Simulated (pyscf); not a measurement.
Single points on ωB97X-D3(BJ)/def2-SVP structures (PySCF, gas phase). Correlated levels are frozen-core, on RHF or UHF. ΔMP2 is the change of the MP2 total energy from the triple- to the quadruple-zeta basis.

### Question
Estimate the classical barrier height and the reaction energy of •HP–InH₂ → [H₂P–InH]• at CCSD(T)/def2-TZVPP + ΔMP2(QZVPP). The step runs on the doublet surface, breaks H–In and forms H–P; take the reactant's lowest minimum found as zero.

### Answer
ΔE‡ = 23.8 kcal/mol, ΔE = -13.7 kcal/mol. Zero-point energy shifts the barrier by -0.5 kcal/mol. It is a hydrogen shift, with an imaginary mode of 1512i cm⁻¹. This is the saddle that the search found; another between the same sides may lie lower. The CCSD(T) − MP2 part came from Ansatz, without density fitting, on the same reference. The frozen core leaves the outer d or s,p core shells of the metals and heavy elements correlated in the MP2 and CC values, and def2-TZVPP describes them poorly, which can shift differences by a few kcal/mol. Elements past Kr carry the def2 core potentials, without spin-orbit coupling.
